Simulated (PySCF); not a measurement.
# Simulated absorption spectrum

Compound: (Cl2Al-mu-I)2.
Cartesian coordinates in Å at the PBE0-D3(BJ)/def2-SVP level; atoms count from 1:
```xyz
8
Al2Cl4I2 angstrom
Al    -1.2470   -0.2856    1.1676
Cl    -1.3075   -1.8341    2.5735
Cl    -2.7647    1.1517    1.1031
I      1.0873    0.9323    1.3481
Al     1.2885    0.2397   -1.1881
Cl     0.9679    1.9361   -2.3685
Cl     2.9881   -0.9470   -1.4691
I     -0.8744   -1.2789   -1.2504
```

Level of theory: TDDFT wB97X-D/def2-SVPD, vertical, gas phase, core orbitals frozen in the response, def2 core potentials past Kr in PySCF 2.14.0, density-fitted response routines. Spin–orbit coupling is left out.

Each state is given a Gaussian of 0.25 eV full width at half maximum, with ε(max) = 2.175×10⁸ f / Δν̃ (Δν̃ the width in cm⁻¹). The width is an assumption, not a result. The curve ends short of the highest state used, and states not computed would add to its high-energy end.

(λ (nm), ε (L mol⁻¹ cm⁻¹)): (183.0, 4741), (184.0, 6178), (184.9, 7169), (185.9, 7612), (186.9, 7241), (187.8, 6314), (188.8, 4911), (189.8, 3452), (190.7, 2312), (191.7, 1354), (192.7, 724), (193.6, 383), (194.6, 174), (195.6, 73), (196.5, 31), (197.5, 11), (198.5, 4), (199.4, 1), (200.4, 0), (201.4, 0), (202.3, 0), (203.3, 0), (204.3, 1), (205.2, 1), (206.2, 2), (207.2, 3), (208.2, 4), (209.1, 5), (210.1, 6), (211.1, 6), (212.0, 6), (213.0, 6), (214.0, 6), (214.9, 5), (215.9, 4), (216.9, 3), (217.8, 2), (218.8, 2), (219.8, 1), (220.7, 1), (221.7, 0), (222.7, 0), (223.6, 0), (224.6, 0), (225.6, 0), (226.5, 0), (227.5, 0), (228.5, 0), (229.4, 0), (230.4, 0), (231.4, 0), (232.3, 0), (233.3, 0), (234.3, 0), (235.2, 0), (236.2, 0)

Problem. Locate the maxima and give the states behind the curve.

Solution. 212 nm (5.85 eV), ε about 6.5, made up of S2 (100%); 186 nm (6.67 eV), ε about 7600, made up of S5 (62%) and S6 (37%) (ε in L mol⁻¹ cm⁻¹; maxima over ε = 5, shares over 10%). The states used: S1 5.62 eV (f 0.0000); S2 5.85 eV (f 0.0001); S3 6.37 eV (f 0.0000); S4 6.55 eV (f 0.0003); S5 6.66 eV (f 0.044); S6 6.69 eV (f 0.027); S7 7.03 eV (f 0.022); S8 7.06 eV (f 0.0010); S9 7.09 eV (f 0.0000); S10 7.10 eV (f 0.0000); S11 7.20 eV (f 0.0037); S12 7.22 eV (f 0.0002); S13 7.25 eV (f 0.0000); S14 7.31 eV (f 0.183); S15 7.37 eV (f 0.0028).

Problem. Coming from long wavelengths, where does ε first pass 100 L mol⁻¹ cm⁻¹?

Solution. At about 195 nm (6.35 eV), 0.73 eV above S1.

Problem. What would ε be at 6.67 eV, the highest of these maxima, with half the width (0.125 eV)?

Solution. About 14700 L mol⁻¹ cm⁻¹ against 7610, a factor of about 1.9; a lone state at its own centre would give exactly 2.

Problem. On this curve, what absorbance would a 10⁻⁵ mol/L sample give at 193 nm over a 1 cm path?

Solution. 193 nm is 6.424 eV, where ε is about 590 L mol⁻¹ cm⁻¹, so A = ε c l ≈ 0.0059 (Beer–Lambert, with the gas-phase spectrum and the assumed width).

The vertical ionisation energy (ΔSCF) is 10.67 eV, 3.29 eV above S15.

On an Arm Neoverse V1 with one thread, shared host, this took 6.9 min wall (grids of density and orbitals included) and 1.4 GiB of memory at its peak.

One conformer stands for the species.
